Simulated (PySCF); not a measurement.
Ga(H)2(NMe2) (C2H8GaN), SMILES C[N](C)[GaH2]. Heavy atoms are numbered as in [GaH2:1][N:4]([CH3:5])[CH3:6]. Hydrogens are named by the atom that carries them.

The structure is a stationary point at ωB97X-D3(BJ)/def2-SVP. The structure was generated by enumeration; whether it is a known compound was not checked.

Level of theory: KT2/pcSseg-1 run with PySCF.

GIAO shieldings, no solvent; atoms alike by connectivity are averaged. δ = σ(ref) − σ: ¹H against TMS (σ = 31.47 ppm); ¹⁵N against NH3 (σ = 266.2 ppm); ¹³C against TMS (σ = 185.1 ppm), references at their B3LYP-D3(BJ)/def2-TZVP geometries, non-relativistic.

```
nucleus     atoms  count  δ (ppm)
-------  --------  -----  -------
¹H       H on Ga1      2     5.51
¹H        H on C5      6     3.48
¹⁵N            N4      1    141.8
¹³C      C5 (CH3)      2     49.7
```
